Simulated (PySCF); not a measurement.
C$_{2}$H$_{4}$, charge +1, doublet, at a GFN2-xTB geometry (a state made from the parent by changing its charge; the spin is typed, not shown lowest); DF-R2SCAN/6-311+G(2d,p) (PySCF).

The PySCF input:
```python
from pyscf import gto, scf, dft

mol = gto.M(
    atom='''
C    -0.65225698   -0.04060582    0.00295843
C     0.65225698    0.04060582   -0.00295843
H    -1.33013860    0.73875621    0.37284167
H    -1.23155843   -0.89823292   -0.36122265
H     1.33677212   -0.81125790    0.09455829
H     1.22492491    0.97073461   -0.10617731
''',
    basis='6-311+g(2d,p)',
    charge=1,
    spin=1,
    verbose=4,
)

mf = dft.UKS(mol)
mf.xc = 'r2scan'
mf = mf.density_fit(auxbasis='def2-universal-jkfit')
mf.kernel()
```

It wrote (shortened):

```
PySCF version 2.14.0

[INPUT] verbose = 4
[INPUT] num. atoms = 6
[INPUT] num. electrons = 15
[INPUT] charge = 1
[INPUT] spin (= nelec alpha-beta = 2S) = 1
[INPUT] symmetry False subgroup None
[INPUT] Mole.unit = angstrom
[INPUT] Symbol           X                Y                Z      unit          X                Y                Z       unit  Magmom
[INPUT]  1 C     -0.652256980000  -0.040605820000   0.002958430000 AA   -1.232587055036  -0.076733878863   0.005590622459 Bohr   0.0
[INPUT]  2 C      0.652256980000   0.040605820000  -0.002958430000 AA    1.232587055036   0.076733878863  -0.005590622459 Bohr   0.0
[INPUT]  3 H     -1.330138600000   0.738756210000   0.372841670000 AA   -2.513597661712   1.396046909722   0.704568644125 Bohr   0.0
[INPUT]  4 H     -1.231558430000  -0.898232920000  -0.361222650000 AA   -2.327308139099  -1.697414214868  -0.682611878490 Bohr   0.0
[INPUT]  5 H      1.336772120000  -0.811257900000   0.094558290000 AA    2.526133197754  -1.533055247390   0.178689270907 Bohr   0.0
[INPUT]  6 H      1.224924910000   0.970734610000  -0.106177310000 AA    2.314772603058   1.834422552536  -0.200646036543 Bohr   0.0

nuclear repulsion = 33.4353880301809
number of shells = 38
number of NR pGTOs = 112
number of NR cGTOs = 78
basis = 6-311+g(2d,p)
ecp = {}

******** <class 'pyscf.df.df_jk.DFUKS'> ********
method = DFUKS
initial guess = minao
damping factor = 0
level_shift factor = 0
DIIS = <class 'pyscf.scf.diis.CDIIS'>
diis_start_cycle = 1
diis_space = 8
diis_damp = 0
SCF conv_tol = 1e-09
SCF conv_tol_grad = None
SCF max_cycles = 50
direct_scf = False
number electrons alpha = 8  beta = 7
XC library pyscf.dft.libxc version 7.1.2
    S. Lehtola, C. Steigemann, M. J. T. Oliveira, and M. A. L. Marques,  SoftwareX 7, 1–5 (2018)
XC functionals = r2scan
    J. W. Furness, A. D. Kaplan, J. Ning, J. P. Perdew, and J. Sun,  J. Phys. Chem. Lett. 11, 8208–8215 (2020)
    J. W. Furness, A. D. Kaplan, J. Ning, J. P. Perdew, and J. Sun,  J. Phys. Chem. Lett. 11, 9248–9248 (2020)
    J. W. Furness, A. D. Kaplan, J. Ning, J. P. Perdew, and J. Sun,  J. Phys. Chem. Lett. 11, 8208–8215 (2020)
    J. W. Furness, A. D. Kaplan, J. Ning, J. P. Perdew, and J. Sun,  J. Phys. Chem. Lett. 11, 9248–9248 (2020)
radial grids:
    Treutler-Ahlrichs [JCP 102, 346 (1995); DOI:10.1063/1.469408] (M4) radial grids

becke partition: Becke, JCP 88, 2547 (1988); DOI:10.1063/1.454033
pruning grids: <function nwchem_prune>
grids dens level: 3
symmetrized grids: False
atomic radii adjust function: <function treutler_atomic_radii_adjust>
small_rho_cutoff = 0
Set gradient conv threshold to 3.16228e-05
tot grids = 67472
init E= -78.5032976287411

cycle= 1 E= -78.1658643028263  delta_E= 0.337  |g|= 0.0824  |ddm|= 1.21
cycle= 2 E= -78.1719848619239  delta_E= -0.00612  |g|= 0.0284  |ddm|= 0.154
cycle= 3 E= -78.1722513609264  delta_E= -0.000266  |g|= 0.0213  |ddm|= 0.0332
cycle= 4 E= -78.1724918381656  delta_E= -0.00024  |g|= 0.0038  |ddm|= 0.0159
cycle= 5 E= -78.1725006932903  delta_E= -8.86e-06  |g|= 0.000866  |ddm|= 0.00328
cycle= 6 E= -78.1725012700326  delta_E= -5.77e-07  |g|= 0.000166  |ddm|= 0.00104
cycle= 7 E= -78.1725013103344  delta_E= -4.03e-08  |g|= 3.28e-05  |ddm|= 0.000404
cycle= 8 E= -78.1725013109979  delta_E= -6.63e-10  |g|= 3.46e-05  |ddm|= 6.72e-05
cycle= 9 E= -78.1725013116685  delta_E= -6.71e-10  |g|= 4.52e-06  |ddm|= 2.3e-05
Extra cycle  E= -78.1725013116684  delta_E= 1.56e-13  |g|= 5.6e-06  |ddm|= 7.07e-06
converged SCF energy = -78.1725013116684  <S^2> = 0.7587226  2S+1 = 2.0087037
```
